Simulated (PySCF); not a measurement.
## Correlation energy of Ca (calcium, neutral)

Starting occupation: [Ar] 4s2. Computed with PySCF 2.14 in x2c-SVPall-2c (5s5p2d, 30 functions), with X2C-1e with screened-nucleus spin-orbit coupling, Gaussian nucleus. Frozen: [Ne]; 10 electrons correlated; the 6 highest virtual spinors left out.

MP2 pair energies summed by pair of shells (mhartree):

```csv
pair,energy,share (%)
3p3/2-3p3/2,-42.88,31.7
3p1/2-3p3/2,-42.44,31.4
4s1/2-4s1/2,-17.26,12.8
3p1/2-3p1/2,-10.75,8.0
3p3/2-4s1/2,-10.72,7.9
3p1/2-4s1/2,-5.29,3.9
3s1/2-3s1/2,-3.06,2.3
3p3/2-3s1/2,-1.55,1.1
3p1/2-3s1/2,-0.77,0.6
3s1/2-4s1/2,-0.34,0.3
```

Total MP2 correlation energy: -135.07 mhartree.

This basis was not built for core-valence correlation, so the inner-shell part is incomplete.
